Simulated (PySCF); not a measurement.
PySCF input (M06-2X/def2-TZVPD):

```python
from pyscf import gto, scf, dft

mol = gto.M(
    atom='''
    Si    0.02198001    0.00626570    0.50136256
    Cl    1.70380184   -0.88069120   -0.24017848
    Cl   -1.62279584   -1.04607026   -0.09227183
    Cl   -0.10417001    1.92015824   -0.19591919
    H     0.08606800    0.02453486    1.96320569
    ''',
    basis='def2-tzvpd',
    charge=0,
    spin=0,
    verbose=4,
)

mf = dft.RKS(mol, xc='m062x').density_fit(auxbasis='def2-universal-jkfit')
mf.grids.level = 4
mf.conv_tol = 1e-9
mf.max_cycle = 100
mf.max_memory = 1500
mf.kernel()
if not mf.converged:
    mf = mf.newton()
    mf.kernel(mf.make_rdm1())
mf.analyze()
```

End of the output:

```
Extra cycle  E= -1670.84044132095  delta_E= -2.32e-11  |g|= 3.34e-06  |ddm|= 1.11e-05
converged SCF energy = -1670.84044132095
**** SCF Summaries ****
Total Energy =                       -1670.840441320953232
Nuclear Repulsion Energy =             337.181319113836139
One-electron Energy =                -2980.491898683792442
Two-electron Energy =                  972.470138249002957
Two-electron Coulomb Energy =         1078.627097581840871
DFT Exchange-Correlation Energy =     -106.156959332837886
HOMO-LUMO gap [eV] =                    10.804252694165108
**** MO energy ****
MO #1   energy= -102.659811656304  occ= 2
MO #2   energy= -102.659809169495  occ= 2
MO #3   energy= -102.659805600627  occ= 2
MO #4   energy= -67.1270359117708  occ= 2
MO #5   energy= -9.82412841572304  occ= 2
MO #6   energy= -9.82412642638709  occ= 2
MO #7   energy= -9.8241224773518   occ= 2
MO #8   energy= -7.54458749197625  occ= 2
MO #9   energy= -7.54458547833547  occ= 2
MO #10  energy= -7.54458045705872  occ= 2
MO #11  energy= -7.54161338209095  occ= 2
MO #12  energy= -7.54161097124919  occ= 2
MO #13  energy= -7.54160758138595  occ= 2
MO #14  energy= -7.54159620980977  occ= 2
MO #15  energy= -7.54159407229416  occ= 2
MO #16  energy= -7.54159097137299  occ= 2
MO #17  energy= -5.65650711389991  occ= 2
MO #18  energy= -3.96808681162413  occ= 2
MO #19  energy= -3.96808651712377  occ= 2
MO #20  energy= -3.9658447203485   occ= 2
MO #21  energy= -0.972966714979012 occ= 2
MO #22  energy= -0.935949611788682 occ= 2
MO #23  energy= -0.935948641448875 occ= 2
MO #24  energy= -0.62684024720723  occ= 2
MO #25  energy= -0.500666282141109 occ= 2
MO #26  energy= -0.497824138286245 occ= 2
MO #27  energy= -0.497822837637549 occ= 2
MO #28  energy= -0.431289695399549 occ= 2
MO #29  energy= -0.431288168302058 occ= 2
MO #30  energy= -0.409252276605297 occ= 2
MO #31  energy= -0.409246701830972 occ= 2
MO #32  energy= -0.402635152207644 occ= 2
MO #33  energy= -0.395161877378338 occ= 2
MO #34  energy= 0.00188708904417789 occ= 0
MO #35  energy= 0.0148166380230967 occ= 0
MO #36  energy= 0.0166783660743243 occ= 0
MO #37  energy= 0.016679206414071  occ= 0
MO #38  energy= 0.0338477100385185 occ= 0
MO #39  energy= 0.0419748153617432 occ= 0
MO #40  energy= 0.0419763848490173 occ= 0
MO #41  energy= 0.0516298104114657 occ= 0
MO #42  energy= 0.0516300634667118 occ= 0
MO #43  energy= 0.0628289165132716 occ= 0
MO #44  energy= 0.0628293871834008 occ= 0
MO #45  energy= 0.0668912835217846 occ= 0
MO #46  energy= 0.09347034817266   occ= 0
MO #47  energy= 0.0963578250931047 occ= 0
MO #48  energy= 0.134514156259751  occ= 0
MO #49  energy= 0.14106179413715   occ= 0
MO #50  energy= 0.141062748096327  occ= 0
MO #51  energy= 0.161398284553859  occ= 0
MO #52  energy= 0.161399595338877  occ= 0
MO #53  energy= 0.165714175513114  occ= 0
MO #54  energy= 0.176499740163303  occ= 0
MO #55  energy= 0.176500148297976  occ= 0
MO #56  energy= 0.20212606696267   occ= 0
MO #57  energy= 0.216558575135449  occ= 0
MO #58  energy= 0.216559942677883  occ= 0
MO #59  energy= 0.219126247370304  occ= 0
MO #60  energy= 0.21912781491219   occ= 0
MO #61  energy= 0.24351532276883   occ= 0
MO #62  energy= 0.260828475128111  occ= 0
MO #63  energy= 0.26343646060163   occ= 0
MO #64  energy= 0.263438789896493  occ= 0
MO #65  energy= 0.277770929290428  occ= 0
MO #66  energy= 0.277773636188184  occ= 0
MO #67  energy= 0.28840781039085   occ= 0
MO #68  energy= 0.303895428904444  occ= 0
MO #69  energy= 0.303896557397384  occ= 0
MO #70  energy= 0.318514454450965  occ= 0
MO #71  energy= 0.32741991059116   occ= 0
MO #72  energy= 0.374651438478917  occ= 0
MO #73  energy= 0.374651789318512  occ= 0
MO #74  energy= 0.426946054943891  occ= 0
MO #75  energy= 0.426947399923498  occ= 0
MO #76  energy= 0.434690647003828  occ= 0
MO #77  energy= 0.445692568223528  occ= 0
MO #78  energy= 0.44569351531467   occ= 0
MO #79  energy= 0.458766402066574  occ= 0
MO #80  energy= 0.470063526802162  occ= 0
MO #81  energy= 0.470065268604443  occ= 0
MO #82  energy= 0.477045024665557  occ= 0
MO #83  energy= 0.590078844016041  occ= 0
MO #84  energy= 0.602168867148917  occ= 0
MO #85  energy= 0.611757039535983  occ= 0
MO #86  energy= 0.611765766867441  occ= 0
MO #87  energy= 0.633570437624099  occ= 0
MO #88  energy= 0.633578868459158  occ= 0
MO #89  energy= 0.642642410765409  occ= 0
MO #90  energy= 0.649598560621282  occ= 0
MO #91  energy= 0.649604823372763  occ= 0
MO #92  energy= 0.650937688215259  occ= 0
MO #93  energy= 0.655509555330057  occ= 0
MO #94  energy= 0.655519238067742  occ= 0
MO #95  energy= 0.680168873323797  occ= 0
MO #96  energy= 0.680181696923497  occ= 0
MO #97  energy= 0.683401589146976  occ= 0
MO #98  energy= 0.69930102158057   occ= 0
MO #99  energy= 0.716818792660918  occ= 0
MO #100 energy= 0.73757479564592   occ= 0
MO #101 energy= 0.737591251275031  occ= 0
MO #102 energy= 0.754050998948157  occ= 0
MO #103 energy= 0.802377489461336  occ= 0
MO #104 energy= 0.803171261557166  occ= 0
MO #105 energy= 0.803177660413922  occ= 0
MO #106 energy= 0.813901976793745  occ= 0
MO #107 energy= 0.813903997018138  occ= 0
[...]
```
